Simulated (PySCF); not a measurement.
# Computed records: CH6BGeO, C2H6BGe, CH5GeNSi, CH8GeOSi and others

Computed with PySCF 2.14.0. Calculation on a computer-drawn molecule: optimised geometry and harmonic frequencies of an isolated molecule of the commonest isotopes, restricted reference for singlets and unrestricted otherwise, frozen core in MP2; on germanium a core potential holds 10 electrons, which the energies leave out, and 3d is frozen in MP2 and coupled-cluster steps.

Common to all runs: charge 0; method HF; basis and core potential on germanium cc-pVDZ-PP ECP10MDF.

(1) CH6BGeO

Start structure:
```xyz
10
CH6BGeO
C      0.4418     1.3930     0.0725
B     -0.9058     0.7033     0.2937
O     -1.4572    -0.0658    -0.5534
Ge    -2.0116     0.9760     1.9949
H      0.9466     1.0748    -0.9076
H      1.1122     1.2645     0.8579
H      0.3245     2.5309     0.0016
H     -2.3158    -0.4686    -0.5149
H     -2.8374    -0.3209     2.1069
H     -1.0658     0.7094     3.2473
```

Settings of this run: multiplicity 2 and basis cc-pVDZ.

The calculation gives: rotational constants 8.19, 2.462, 1.923 GHz; total energy -434.3205 hartree; spin squared 0.7617; convergence status largest gradient component 1.26e-05 hartree/bohr.

Drawn bonds:
```
atom  other atom  order
   1           2      1
   2           3      1
   2           4      1
   1           5      1
   1           6      1
   1           7      1
   3           8      1
   4           9      1
   4          10      1
```

Optimised structure:
```xyz
10
CH6BGeO
C      0.4596     1.4081     0.0368
B     -0.9026     0.6413     0.2432
O     -1.3992    -0.0873    -0.7826
Ge    -1.9701     0.7951     2.0395
H      0.8006     1.3590    -1.0001
H      1.2337     0.9663     0.6748
H      0.3799     2.4582     0.3345
H     -2.2074    -0.5434    -0.6055
H     -2.9807    -0.3251     2.3455
H     -1.1823     1.1244     3.3127
```

Modes:
```
frequency (cm⁻¹)  reduced mass (dalton)
           46.22                  1.029
           155.8                  1.091
           196.8                  2.449
           281.8                  4.652
           360.4                  1.558
           464.3                  1.674
           508.4                  1.873
           544.4                  1.486
           635.6                  1.171
           893.2                  1.802
           919.7                  1.281
             946                  1.236
            1020                  1.547
            1246                  1.608
            1374                  3.731
            1459                  1.613
            1554                  1.076
            1559                  1.059
            2175                  1.021
            2206                  1.021
            3161                  1.039
            3223                  1.096
            3254                  1.102
            4167                  1.067
```

(2) C2H6BGe

Start structure:
```xyz
10
C2H6BGe
C     -0.6891     0.2292    -0.2980
B      0.6981    -0.3125    -0.2968
C      1.9567    -1.0466    -0.3092
Ge     1.7233    -3.0056    -0.4119
H     -1.4525    -0.5888    -0.2895
H     -0.9130     0.7574     0.5621
H     -0.9866     0.8692    -1.0915
H      2.9212    -0.6938    -0.3808
H      0.3188    -3.3208     0.0986
H      2.5877    -3.4192     0.8568
```

Settings of this run: multiplicity 2 and basis cc-pVDZ.

It finds rotational constants 17.66, 1.827, 1.687 GHz; total energy -397.2269 hartree; spin squared 0.7681; convergence status largest gradient component 9.324e-06 hartree/bohr.

Drawn bonds:
```
atom  other atom  order
   1           2      1
   2           3      2
   3           4      1
   1           5      1
   1           6      1
   1           7      1
   3           8      1
   4           9      1
   4          10      1
```

Optimised structure:
```xyz
10
C2H6BGe
C     -0.7421     0.2832    -0.2821
B      0.6515    -0.3810    -0.3016
C      1.8562    -1.0644    -0.3100
Ge     1.8076    -2.9939    -0.2669
H     -1.4922    -0.5098    -0.1899
H     -0.8634     0.9544     0.5705
H     -0.9480     0.8298    -1.2044
H      2.8320    -0.5966    -0.3648
H      0.3580    -3.4798    -0.0563
H      2.7050    -3.5734     0.8454
```

Modes:
```
frequency (cm⁻¹)  reduced mass (dalton)
           51.32                  1.071
            88.6                  3.254
           173.8                   1.21
           342.5                   2.45
           376.8                   2.96
           534.2                  1.249
           584.4                   1.81
           672.8                  1.573
           717.4                  1.198
           825.8                  2.036
           918.6                  1.078
           943.6                   1.71
             977                  1.437
            1058                  1.416
            1426                  1.268
            1536                  1.043
            1554                  1.052
            1717                  9.041
            2142                  1.016
            2154                  1.025
            3174                  1.039
            3248                  1.095
            3270                  1.103
            3350                  1.091
```

(3) CH5GeNSi

Start structure:
```xyz
9
CH5GeNSi
N     -0.2499     1.5814     2.2229
Ge    -1.4633     1.0742     0.9860
C     -0.4999    -0.4024     0.0936
Si     1.1099    -1.0527     0.4112
H      0.6641     1.1993     2.4182
H     -0.4030     2.3640     2.9213
H     -1.0550    -0.8528    -0.6000
H      1.6584    -2.2119    -0.3749
H      2.0575    -0.6692     1.4136
```

It was run with multiplicity 1 and basis cc-pV(D+d)Z.

It finds rotational constants 8.015, 1.907, 1.561 GHz; total energy -677.4935 hartree; convergence status largest gradient component 5.044e-06 hartree/bohr.

Drawn bonds:
```
atom  other atom  order
   1           2      1
   2           3      1
   3           4      2
   1           5      1
   1           6      1
   3           7      1
   4           8      1
   4           9      1
```

Optimised structure:
```xyz
9
CH5GeNSi
N     -0.2247     1.5545     2.2804
Ge    -1.2402     1.2654     0.7935
C     -0.4911    -0.4488     0.1770
Si     1.0942    -1.0364     0.3521
H      0.4111     0.9176     2.7226
H     -0.3388     2.3924     2.8188
H     -1.1237    -0.9875    -0.5280
H      1.6232    -2.2341    -0.3273
H      2.1088    -0.3933     1.2028
```

Modes:
```
frequency (cm⁻¹)  reduced mass (dalton)
           81.79                   2.82
           151.6                   4.27
             248                  2.516
           327.3                  1.402
           372.3                   1.25
           487.5                  2.583
           513.6                  1.077
           628.2                  1.202
           703.6                   4.89
           719.1                  1.483
             820                  1.339
           837.6                  1.097
            1011                  1.439
            1049                   1.11
            1208                  2.862
            1683                  1.117
            2348                   1.04
            2368                  1.044
            3284                  1.086
            3767                  1.049
            3875                  1.098
```

(4) CH8GeOSi

Start structure:
```xyz
12
CH8GeOSi
O     -2.3364     1.3897    -2.0689
C     -1.2904     2.3354    -1.9092
Ge     0.4990     1.5079    -1.7822
Si     0.6467    -0.0547    -0.0724
H     -2.1806     0.9274    -2.8828
H     -1.4088     3.0604    -2.8030
H     -1.5968     2.9225    -1.0100
H      1.5099     2.6808    -1.7904
H      0.7330     0.9905    -3.1564
H      1.4429    -1.2080    -0.4254
H     -0.6405    -0.4768     0.3106
H      1.2514     0.5996     1.1370
```

Settings of this run: multiplicity 1 and basis cc-pV(D+d)Z.

The calculation gives: rotational constants 4.358, 2.227, 1.602 GHz; total energy -699.6831 hartree; convergence status largest gradient component 5.725e-06 hartree/bohr.

Drawn bonds:
```
atom  other atom  order
   1           2      1
   2           3      1
   3           4      1
   1           5      1
   2           6      1
   2           7      1
   3           8      1
   3           9      1
   4          10      1
   4          11      1
   4          12      1
```

Optimised structure:
```xyz
12
CH8GeOSi
O     -2.3319     1.5380    -1.7851
C     -1.2503     2.4349    -1.8985
Ge     0.4890     1.4763    -1.9540
Si     0.6217    -0.0533    -0.1027
H     -2.4299     1.0602    -2.5951
H     -1.3612     3.0952    -2.7649
H     -1.2752     3.0677    -1.0115
H      1.6469     2.4878    -1.9351
H      0.5699     0.6956    -3.2801
H      1.9861    -0.6250    -0.0002
H     -0.3443    -1.1610    -0.2852
H      0.3085     0.6585     1.1593
```

Modes:
```
frequency (cm⁻¹)  reduced mass (dalton)
            44.3                  3.435
           104.2                  1.098
           127.5                  2.463
           250.3                  2.828
           324.4                  1.157
           362.3                  7.953
           385.2                   1.16
           525.1                  1.237
           544.9                  1.304
           639.1                  1.902
           714.3                  1.152
             763                  1.168
           884.3                  1.264
           945.8                  1.042
             987                  1.102
            1024                  1.036
            1027                  1.036
            1151                  6.878
            1228                  1.033
            1391                  1.263
            1492                  1.209
            1585                  1.076
            2174                  1.021
            2194                  1.018
            2303                  1.047
            2306                  1.034
            2314                  1.039
            3172                  1.066
            3256                  1.099
            4147                  1.067
```

(5) AlGeH2NO

Start structure:
```xyz
6
AlGeH2NO
O     -0.5519    -0.6272    -1.6860
Ge    -1.1769     0.6111    -0.8899
N     -2.4683     1.6985    -1.4649
Al    -3.2260     1.6388    -3.0651
H     -0.7107     0.9844     0.5450
H     -2.7017     2.3708    -0.7480
```

Settings of this run: multiplicity 1 and basis cc-pV(D+d)Z.

Drawn bonds:
```
atom  other atom  order
   1           2      2
   2           3      1
   3           4      1
   2           5      1
   3           6      1
```

(6) BCl2GeH

Start structure:
```xyz
5
BCl2GeH
Cl    -2.0206    -3.6302    -0.1333
B     -1.3921    -2.1745     0.5333
Ge    -1.3878    -1.5071    -1.5817
Cl     0.7798    -2.0414    -1.7079
H     -1.2867    -2.0683     1.6665
```

Here we set multiplicity 1 and basis cc-pV(D+d)Z.

Drawn bonds:
```
atom  other atom  order
   1           2      1
   2           3      1
   3           4      1
   2           5      1
```

Question: What total energy does the calculation give for AlGeH2NO (entry 5)?
Answer: -665.7672 hartree

Question: Give the missing rotational constants for AlGeH2NO (entry 5).
Answer: 10.12, 2.139, 1.766 GHz

Question: Give the missing rotational constants for BCl2GeH (entry 6).
Answer: 4.257, 1.395, 1.115 GHz

Question: What total energy does the calculation give for BCl2GeH (entry 6)?
Answer: -1237.7068 hartree

Question: Give the table of modes values for BCl2GeH (entry 6).
Answer: 
Modes:
```
frequency (cm⁻¹)  reduced mass (dalton)
           57.32                  17.89
           123.8                  21.14
           152.5                  2.845
           380.1                  38.86
           486.9                  4.727
           745.5                  1.566
           843.4                  4.304
            1076                  1.338
            2750                  1.093
```

Further results for AlGeH2NO (entry 5):

- convergence status largest gradient component: 2.139e-05 hartree/bohr

Optimised structure:
```xyz
6
AlGeH2NO
O     -0.5926    -0.5948    -1.7630
Ge    -1.1524     0.6080    -0.8308
N     -2.4378     1.6991    -1.4303
Al    -3.2296     1.5842    -3.0951
H     -0.7080     0.9662     0.5832
H     -2.7151     2.4137    -0.7729
```

Modes:
```
frequency (cm⁻¹)  reduced mass (dalton)
           84.77                  15.09
           144.9                  4.895
           298.1                  16.15
             477                  1.132
           583.2                  1.208
           589.9                  6.277
           798.3                   1.51
           835.3                  2.046
            1036                  14.91
            1137                  1.314
            2259                  1.021
            3731                  1.075
```

Further results for BCl2GeH (entry 6):

* convergence status largest gradient component: 2.016e-05 hartree/bohr

Optimised structure:
```xyz
5
BCl2GeH
Cl    -2.2595    -3.9313     0.2222
B     -1.4967    -2.3386     0.3154
Ge    -1.2659    -1.2535    -1.5128
Cl     0.8590    -1.9241    -1.6450
H     -1.1443    -1.9740     1.3971
```
